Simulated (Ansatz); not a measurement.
Relaxation of C2H9AlBFSi (15 atoms, charge 0, multiplicity 1), to a largest force component of 0.02 eV/Å in at most 40 steps.

The calculation used RKS r2SCAN/STO-3G in Ansatz 0.2.0.

```xyz
15
Properties=species:S:1:pos:R:3
C -1.475 -1.434 -0.563
Si -1.135 -0.772 1.141
F -2.395 0.258 1.651
B 0.623 0.215 1.095
C 0.728 1.458 0.133
Al 2.034 1.048 -1.289
H -1.588 -0.525 -1.264
H -2.442 -1.933 -0.562
H -0.705 -2.040 -0.880
H -1.012 -1.909 2.085
H 1.451 -0.185 1.761
H 1.111 2.336 0.762
H -0.292 1.758 -0.337
H 3.498 0.618 -0.889
H 1.575 1.057 -2.813
```

Q: Where does it end, and by what steps?

A: It converged. Limits of this set-up: minimal basis. After 34 steps the energy has fallen by 0.887 eV; H14 moved furthest, 1.71 Å.

```csv
step,energy less start (eV),largest force component (eV/Å),accepted
0,0.0000,4.021,yes
2,-0.7910,0.460,yes
4,-0.8261,0.143,yes
6,-0.8290,0.330,no
8,-0.8481,0.079,yes
10,-0.8525,0.083,yes
12,-0.8595,0.210,yes
14,-0.8643,0.056,yes
16,-0.8709,0.120,yes
18,-0.8751,0.085,yes
20,-0.8764,0.039,yes
22,-0.8787,0.071,yes
24,-0.8810,0.039,yes
26,-0.8822,0.083,yes
28,-0.8847,0.068,yes
30,-0.8863,0.086,yes
32,-0.8870,0.069,yes
34,-0.8871,0.017,yes
```

```xyz
15
Properties=species:S:1:pos:R:3
C -1.010 -1.330 -0.662
Si -1.040 -0.675 1.121
F -2.451 0.164 1.316
B 0.578 0.447 1.281
C 0.731 1.642 0.387
Al 1.299 0.642 -1.205
H -0.793 -0.536 -1.398
H -1.972 -1.762 -0.965
H -0.250 -2.111 -0.784
H -1.098 -1.843 1.988
H 1.498 0.073 1.907
H 1.550 2.344 0.600
H -0.166 2.188 0.072
H 2.237 -0.522 -1.112
H 0.864 1.227 -2.517
```

Whether the end is a true minimum wasn't checked by a vibrational analysis.

The run took 3 min on 1 CPU thread of a shared host.
